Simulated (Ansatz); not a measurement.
Consider the isomerisation: `BN[SiH2]O` → `OBN[SiH3]`.

Computed with Ansatz on PBE0-D4/def2-TZVP structures; ΔE is electronic, products minus reactants. CCSD(T)/CBS adds triple-zeta CCSD(T) − MP2 to the extrapolated MP2 energy (def2 sets, frozen cores). Functionals use def2-TZVPP. B3LYP here is the variant with VWN-RPA as its local correlation; programs differ in this. One conformer a species, not always the lowest.

```csv
level,ΔE (eV)
PBE0-D4,-0.23
B3LYP,-0.19
SCS-MP2/def2-TZVPP,-0.14
MP2/def2-QZVPP,-0.13
```

(1) What does CCSD(T)/CBS give? (Estimate.)

Largest T1 diagnostic among the species: 0.012.

## Answers

(1) Computed: -0.15 eV. The listed levels differ from it by -0.08, -0.04, 0.01, 0.02 eV.

At CCSD(T), def2-SVP lies −0.32 eV from the extrapolated value and def2-TZVPP −0.02 eV. Leaving LDA and LC-ωPBE aside and taking each functional with its dispersion term where it has one, the values, not all of them listed here, spread over 0.07 eV, from PBE-D4 to B2PLYP. LDA lies −0.06 eV from PBE without D4.
